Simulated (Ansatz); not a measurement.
Mulliken charges of C₂H₆ClIn, SMILES `ClC[CH2][InH2]` from r2SCAN/def2-TZVPP in Ansatz (PBE0-D4/def2-TZVP geometry).

```json
{"atom": "Cl1", "x (Å)": "-1.525", "y (Å)": "0.266", "z (Å)": "-1.300", "charge (e)": "-0.176"}
{"atom": "C2", "x (Å)": "-0.804", "y (Å)": "-0.996", "z (Å)": "-0.186", "charge (e)": "0.025"}
{"atom": "C3", "x (Å)": "0.611", "y (Å)": "-0.626", "z (Å)": "0.160", "charge (e)": "-0.441"}
{"atom": "In4", "x (Å)": "0.612", "y (Å)": "1.565", "z (Å)": "0.239", "charge (e)": "0.547"}
{"atom": "H5", "x (Å)": "-1.462", "y (Å)": "-0.996", "z (Å)": "0.682", "charge (e)": "0.098"}
{"atom": "H6", "x (Å)": "-0.926", "y (Å)": "-1.932", "z (Å)": "-0.732", "charge (e)": "0.092"}
{"atom": "H7", "x (Å)": "0.895", "y (Å)": "-1.089", "z (Å)": "1.108", "charge (e)": "0.076"}
{"atom": "H8", "x (Å)": "1.307", "y (Å)": "-0.962", "z (Å)": "-0.610", "charge (e)": "0.085"}
{"atom": "H9", "x (Å)": "-0.301", "y (Å)": "2.312", "z (Å)": "1.501", "charge (e)": "-0.156"}
{"atom": "H10", "x (Å)": "1.593", "y (Å)": "2.457", "z (Å)": "-0.861", "charge (e)": "-0.150"}
```

By hand: the dipole of these point charges (1 e Å = 4.8032 D).

Σ q r = (0.072, -0.109, 0.211) e Å, of length 0.248 e Å = 1.19 D.

How does the dipole of the full density compare? (An estimate is asked.)

Ansatz gave: (0.080, -0.421, 0.160) e Å, 2.20 D; the point charges give 0.54 times that, at 41° from its direction.

Point charges leave out the atoms' own dipoles, such as those of lone pairs, and Mulliken's split depends on the basis, so the two needn't agree.
